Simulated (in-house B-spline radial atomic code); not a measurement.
Values are calculated unless marked as measured or tabulated.
Xe in an electron gas of r_s = 1.8: phase shifts, screening and friction

A nucleus sits in a uniform electron gas with a rigid positive background. The Kohn-Sham equations are solved self-consistently in the spin-unpolarised LDA (PW92), non-relativistic, on B-splines with outgoing waves at the boundary and partial waves to l = 8. The model has no lattice, no bands and no magnetic solution. Atomic units; δ_l are the phase shifts at the Fermi level, counted so that each bound state adds π, and good to about 0.0005.

The density parameter is r_s = 1.8 bohr.

```
l  δ_l (rad)
0    13.4578
1    11.0041
2     7.1906
3     0.2868
4     0.0324
5     0.0069
6     0.0017
7     0.0005
8     0.0002
```

Bound levels below the band bottom (hartree): s -6.288, p -4.676, d -1.904, s -0.3507, p -0.02648 and deeper ones.

Problem. Check the Friedel sum rule, and say where the screening charge sits.

Solution. k_F = (9π/4)^(1/3)/r_s = 1.06620. The rule is Z = (2/π) Σ (2l + 1) δ_l. The terms are s 8.568, p 21.016, d 22.888, f 1.278 and 0.255 beyond, in all 54.005 against Z = 54. Bound states hold 10 s, 24 p, 20 d electrons, so the scattering states carry 0.01 in all; where a term is smaller than its bound count, the bound level has drawn weight out of the band.

Problem. Find the transport cross section and the electronic stopping of a 2 keV Xe ion (mass 131.29 u).

Solution. σ_tr = (4π/k_F²) Σ (l + 1) sin²(δ_l − δ_(l+1)). The terms for l = 0 to 3 are 0.4031, 0.7750, 1.0146, 0.2533, all together 2.4494, so σ_tr = 11.054 × 2.4494 = 27.076 bohr². With n = 3/(4π r_s³) = 0.04093, the friction coefficient is Q = n k_F σ_tr = 1.1817. For v well below v_F = 1.066, dE/dx = Q v; with 24801 eV per u at v = 1, v = √(2000/(24801 × 131.29)) = 0.0248, so dE/dx = 0.02929 hartree/bohr = 15.1 eV/nm. The largest term couples the d and f waves.
